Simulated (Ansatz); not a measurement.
Stepwise reaction of `N[Si](F)(Cl)Cl` with ammonia, as a gas-phase model of exchange steps in deposition or etching. ΔE in kJ/mol; ΔG adds harmonic PBE0-D4 terms to CCSD(T)/CBS, at 1 bar.

Computed with Ansatz on PBE0-D4/def2-TZVP structures; ΔE is electronic, products minus reactants. CBS: MP2 limit from def2 TZ/QZ plus the TZ coupled-cluster correction, frozen cores. This one scheme is used for every species. Functionals use def2-TZVPP. B3LYP here is the variant with VWN-RPA as its local correlation; programs differ in this. Each species was taken in one conformer, which may not be the lowest.

```tsv
step	reaction	PBE-D4	B3LYP-D4	ωB97M-V	CCSD(T)/CBS	ΔG(600 K)
2	`N[Si](N)(F)Cl` + NH₃ → `N[Si](N)(N)F` + HCl	50.6	45.6	46.6	46.2	23.3
```

Question: Give the row of step 1, `N[Si](F)(Cl)Cl` + NH₃ → `N[Si](N)(F)Cl` + HCl. (Estimate.)

Answer: Ansatz gave: 
```
step                                        reaction  PBE-D4  B3LYP-D4  ωB97M-V  CCSD(T)/CBS  ΔG(600 K)
   1  `N[Si](F)(Cl)Cl` + NH₃ → `N[Si](N)(F)Cl` + HCl    26.0      21.1     22.5         21.5       21.9
```

Question: By hand: ΔE of the 2 steps together at CCSD(T)/CBS.

Answer: (21.5) + (46.2) = 67.7 kJ/mol, or 33.9 kJ/mol a step.

In ΔE each step is higher than the one before. All are uphill at CCSD(T)/CBS. ΔG lies between 21.9 and 23.3 kJ/mol a step. PBE-D4 differs from CCSD(T)/CBS by 4.4 to 4.5 kJ/mol a step. Isolated molecules leave out the surface, adducts and barriers. Largest T1 diagnostic: 0.010.
